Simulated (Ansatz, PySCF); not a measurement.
Ways to break one bond of NC1CC1:

A. NC1CC1 -> NC1[CH]C1 + H atom
B. NC1CC1 → [CH]1CC1 + [NH2] (NH2)

Quantity: bond dissociation energy (enthalpy at 298 K, with B3LYP-D3(BJ) rigid-rotor harmonic-oscillator terms from PySCF), kJ/mol. Geometries: B3LYP-D3(BJ)/def2-TZVP minima from Ansatz (a program for electronic structure), one conformer each, not searched for the lowest. Cores are frozen in the correlated levels unless marked. Open shells are spin-unrestricted. No spin-orbit coupling. No relativistic terms. CBS marks a two-point X^-3 extrapolation of the correlation energy; Hartree-Fock from the larger set. [CCSD(T)-MP2]/basis is that difference in the basis named.

```
   TPSSh-D4/def2-TZVPD (PySCF + dftd4)  SCS-MP2/STO-3G (Ansatz)  CCSD/cc-pVTZ (Ansatz)  RI-MP2/CBS(cc-pVTZ,cc-pVQZ)+[CCSD(T)-MP2]/cc-pVTZ (Ansatz)
-  -----------------------------------  -----------------------  ---------------------  ----------------------------------------------------------
A                                448.0                    513.7                  453.7                                                  (withheld)
B                                367.6                    381.6                  379.5                                                  (withheld)
```

Problem. Complete the blanks.

Solution. 
- A, RI-MP2/CBS(cc-pVTZ,cc-pVQZ)+[CCSD(T)-MP2]/cc-pVTZ (Ansatz): 462.9
- B, RI-MP2/CBS(cc-pVTZ,cc-pVQZ)+[CCSD(T)-MP2]/cc-pVTZ (Ansatz): 403.0
